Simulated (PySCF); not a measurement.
# Radial density of Yb (ytterbium, neutral)

LC-wPBE, [Xe] 4f14 6s2, closed-shell 1S. Computed with PySCF 2.14 in ANO-RCC-VTZP (8s7p5d3f2g1h, 104 functions), with the spin-free X2C one-electron Hamiltonian (Gaussian nucleus).

```csv
r (bohr),4πr²ρ (e/bohr)
0.0195,87.64
0.0329,89.71
0.0553,125.5
0.0930,101.6
0.156,112.7
0.263,66.94
0.443,65.30
0.744,31.25
1.25,12.09
2.11,2.618
3.54,0.6949
5.96,0.1744
10.0,0.003679
16.9,1.300e-05
```

Densities and radii are taken from the X2C orbitals without a picture-change correction, which distorts them close to the nucleus.

Spin-orbit coupling, which splits the p, d and f shells strongly at this Z, is absent.
